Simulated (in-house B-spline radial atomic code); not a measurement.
What moves the levels of Pr ([Xe] 4f3 6s2)? Level of theory: Dirac-Hartree-Fock, average of configuration, Fermi nucleus of rms radius 4.8919 fm; calculated with a radial B-spline atomic code at the basis-set limit.

Baseline run (computed): total energy -9238.1514 hartree, 1s1/2 at -1551.928 hartree, 6s1/2 at -4.6737 eV with <r> = 4.834 bohr.

Scaling the speed of light c (a factor of 100 is close to the non-relativistic limit):

```tsv
c/c0	ΔE (hartree)	6s1/2 level (eV)	6s1/2 <r> (bohr)
0.9	-83.92	-4.73561	4.776
0.98	-14.453	-4.6841	4.824
1.02	13.499	-4.66405	4.843
3	284.8	-4.48568	5.025
100	317.21	-4.46598	5.047
```

Changing the nucleus:

| nucleus | ΔE (eV) |
| --- | --- |
| Gaussian nucleus of rms radius 4.8919 fm | -0.0586 |
| uniform spherical nucleus of rms radius 4.8919 fm | 0.0188 |
| Gaussian nucleus of rms radius 0.01 fm | -12.8 |
| Fermi nucleus of rms radius 4.7941 fm | -0.455 |
| Fermi nucleus of rms radius 4.9897 fm | 0.462 |

A larger nucleus binds the electrons less, roughly as the density at the nucleus times the change of the nuclear <r²>. At equal rms radius the shape enters only through higher moments. A radius of 0.01 fm is nearly a point.

The nuclear charge is raised by 0.1. What does the Hellmann-Feynman theorem predict for the energy, and what is found?

dE/dZ ≈ -Σ<1/r>, which is -382.149 at the start and -383.086 at the end; their mean times 0.1 is -38.262 hartree, and the two runs differ by -38.261 hartree.
